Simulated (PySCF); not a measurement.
NMR data simulated for an unnamed compound:

1H NMR (600 MHz, computed): δ 10.78 (m, 1H), 9.19 (m, 1H), 4.83 (m, 3H), 2.89 (s, 3H).

13C{1H} NMR (computed): δ 192.0 (CH), 167.2 (C), 160.8 (CH), 152.4 (C), 32.8 (CH3).

- shieldings: GIAO PBE0/pcSseg-1
- coordinates at the GFN2-xTB level
- code: PySCF 2.14.0 with density-fitted response routines
- a single conformation, relativity neglected, averaged over atoms made equivalent by symmetry, fast rotation or ring inversion, isolated molecule

Scale: TMS for 1H (31.72 ppm) and 13C (186.93 ppm) (reference shieldings calculated alike).

Which of these does the molecule contain: an ester, an amide, a Si–H bond, a (CH3)2CH unit?

Answers


- An ester: no.
- An amide: no.
- A Si–H bond: yes (δH 4.83 (m)).
- A (CH3)2CH unit: no.

The data belong to SMILES Cc1cpcpc1[SiH3], C5H8P2Si; they needn't prove each group on their own.

Carbon signals by region: 3 in the far downfield region (above 160 ppm), 1 in the sp2 and nitrile region (100–160 ppm), 1 below 50 ppm. Above 160 ppm: 192.0, aromatic CH, 167.2, substituted aromatic carbon, 160.8, aromatic CH.

Splittings by 31P in the carbon and heteronuclear signals aren't shown, as no couplings were computed. Shifts are as computed. Against solution values, carbons near 30 ppm lie about +3 ppm off and those near 130 ppm about +5 ppm. Of 1211 compounds with measured shifts, 218 miss one by over three times the rms of a fit or turn the order of signals round; such compounds aren't used in these exercises. Multiplicities follow the n + 1 count of equivalent neighbours, as no J values were calculated; m marks all less simple cases, F and P coupling included.
